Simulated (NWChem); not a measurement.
System meant: C₂H₇BFN; SMILES CB(N)CF

Here is an NWChem input.

```
start job
memory heap 200 mb stack 900 mb global 1100 mb
geometry units angstroms noautosym nocenter noautoz
  C     -0.685379     1.917888     0.003531
  B      0.055769     0.523376    -0.005649
  N      1.441611     0.400474    -0.003448
  C     -0.773757    -0.832344    -0.008911
  F      0.050991    -1.948619     0.009203
  H     -0.005879     2.777940    -0.099369
  H     -1.433876     1.980254    -0.804098
  H     -1.245274     2.047390     0.945937
  H      1.876283    -0.514933     0.001040
  H      2.085889     1.179268    -0.003099
  H     -1.451364    -0.884283     0.864543
  H     -1.423002    -0.892823    -0.903252
end
basis spherical
  * library def2-svp
end
dft
  xc m06-l
  iterations 150
end
property
  shielding
end
task dft property
```

End of the output:

```
 Vector   23  Occ=0.000000D+00  E= 8.916552D-02
              MO Center= -5.6D-01,  7.9D-01, -3.8D-03, r^2= 6.6D+00
   Bfn.  Coefficient  Atom+Function         Bfn.  Coefficient  Atom+Function
  ----- ------------  ---------------      ----- ------------  ---------------
     3      1.815815   1 C  s                45      0.927230   4 C  s
    72     -0.867842   6 H  s                77     -0.681795   7 H  s
    82     -0.682218   8 H  s                31     -0.528728   3 N  s
    17     -0.434890   2 B  s                87      0.391483   9 H  s
    97     -0.380307  11 H  s               102     -0.376051  12 H  s

 center of mass
 --------------
 x =   0.06672087 y =  -0.17337272 z =   0.00003835

 moments of inertia (a.u.)
 ------------------
         541.295873701586           9.472705154611           0.031567264161
           9.472705154611         217.074177801719           0.411570898253
           0.031567264161           0.411570898253         735.928377960074

     Multipole analysis of the density
     ---------------------------------

     L   x y z        total         alpha         beta         nuclear
     -   - - -        -----         -----         ----         -------
     0   0 0 0     -0.000000    -20.000000    -20.000000     40.000000

     1   1 0 0      0.239916     -0.330743     -0.330743      0.901403
     1   0 1 0      0.576726      0.204550      0.204550      0.167626
     1   0 0 1      0.002926      0.001588      0.001588     -0.000249

     2   2 0 0    -18.791536    -74.758419    -74.758419    130.725303
     2   1 1 0      1.160745      4.307629      4.307629     -7.454513
     2   1 0 1     -0.003510      0.004739      0.004739     -0.012988
     2   0 2 0    -25.198796   -158.937932   -158.937932    292.677069
     2   0 1 1      0.058011      0.019393      0.019393      0.019225
     2   0 0 2    -22.669816    -16.898823    -16.898823     11.127830

          -----------------------------------------
          Chemical Shielding Tensors (GIAO, in ppm)
          -----------------------------------------

 ------------------------------------------------------------------------
  xm06: d2 not coded                    0
 ------------------------------------------------------------------------
 ------------------------------------------------------------------------
  current input line :
    27: task dft property
 ------------------------------------------------------------------------
 ------------------------------------------------------------------------
 This error has not yet been assigned to a category
 ------------------------------------------------------------------------
 For more information see the NWChem manual at https://nwchemgit.github.io

0: xm06: d2 not coded:Received an Error in Communication
```

**Question.** What is wrong, and how is it mended?

**Answer.** The program stopped with an error. Cause: this functional's second derivatives, which shieldings need, aren't coded here; the fix takes a hybrid GGA instead. This input runs:
```
start job
memory heap 200 mb stack 900 mb global 1100 mb
geometry units angstroms noautosym nocenter noautoz
  C     -0.685379     1.917888     0.003531
  B      0.055769     0.523376    -0.005649
  N      1.441611     0.400474    -0.003448
  C     -0.773757    -0.832344    -0.008911
  F      0.050991    -1.948619     0.009203
  H     -0.005879     2.777940    -0.099369
  H     -1.433876     1.980254    -0.804098
  H     -1.245274     2.047390     0.945937
  H      1.876283    -0.514933     0.001040
  H      2.085889     1.179268    -0.003099
  H     -1.451364    -0.884283     0.864543
  H     -1.423002    -0.892823    -0.903252
end
basis spherical
  C library def2-svp
  B library def2-svp
  N library def2-svp
  F library def2-svp
  H library def2-svp
end
dft
  xc pbe0
  iterations 150
end
property
  shielding
end
task dft property
```
It converges to -259.43951 Ha (PBE0/def2-SVP, GIAO).
